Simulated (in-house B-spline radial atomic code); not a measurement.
A fraction x of an electron is moved 5d → 4f in La²⁺, starting from [Xe] 5d1 and keeping the highest spin. Method: scalar-relativistic (X2C) HSE06, spin-polarised, spherical fractional occupations, Fermi nucleus of rms radius 4.855 fm. Calculated with a B-spline radial code for spherical atoms.

Caution: exact exchange at fractional occupations of open shells leaves self-interaction of up to several eV.

| x | E(x) - E(0) (eV) | 5d up level (eV) | 4f up level (eV) |
| --- | --- | --- | --- |
| 0 | 0.0000 | -14.579 | - |
| 0.125 | 0.0273 | -14.344 | -13.966 |
| 0.25 | 0.0941 | -14.112 | -13.423 |
| 0.375 | ? | ? | ? |
| 0.5 | ? | ? | ? |
| 0.625 | 0.5168 | -13.432 | -11.886 |
| 0.75 | 0.7265 | -13.213 | -11.407 |
| 0.875 | 0.9676 | -12.996 | -10.947 |
| 1 | 1.2379 | - | -10.506 |

Q: What belongs in the row x = 0.375?

A: An energy change of 0.1990 eV; 5d up at -13.882 eV, 4f up at -12.895 eV.

Q: What belongs in the row x = 0.5?

A: An energy change of 0.3405 eV; 5d up at -13.655 eV, 4f up at -12.382 eV.

Q: Check Janak's theorem between x = 0.125 and 0.25.

A: The slope of the energy is 0.53 eV; the orbital levels give 0.53 eV (ε of the receiving orbital less ε of the emptying one, averaged over the two points).
